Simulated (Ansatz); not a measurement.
Computed with Ansatz.

Basis-set series for CH$_{4}$BFO, SMILES `BOCF`. Charge 0, multiplicity 1. The geometry is a stationary point of PBE0-D4/def2-TZVP. It is one conformer, not always the lowest.

```json
{"functional": "PBE0-D4", "basis": "def2-TZVPP", "functions": "180", "energy (Eh)": "-240.28919", "HOMO (eV)": "-9.09", "LUMO (eV)": "-0.79"}
{"functional": "PBE0-D4", "basis": "def2-QZVPP", "functions": "348", "energy (Eh)": "-240.30262", "HOMO (eV)": "-9.11", "LUMO (eV)": "-0.85"}
{"functional": "ωB97M-V", "basis": "def2-TZVPP", "functions": "180", "energy (Eh)": "-240.46610", "HOMO (eV)": "-11.46", "LUMO (eV)": "1.10"}
{"functional": "ωB97M-V", "basis": "def2-QZVPP", "functions": "348", "energy (Eh)": "-240.47898", "HOMO (eV)": "-11.48", "LUMO (eV)": "0.90"}
```

Task: Give the rows for def2-SVP. (Estimate.)

Result: The calculation gave: 
```json
{"functional": "PBE0-D4", "basis": "def2-SVP", "functions": "76", "energy (Eh)": "-240.00364", "HOMO (eV)": "-8.99", "LUMO (eV)": "-0.61"}
{"functional": "ωB97M-V", "basis": "def2-SVP", "functions": "76", "energy (Eh)": "-240.17144", "HOMO (eV)": "-11.33", "LUMO (eV)": "1.50"}
```

Positive LUMOs are unbound and depend on the basis.
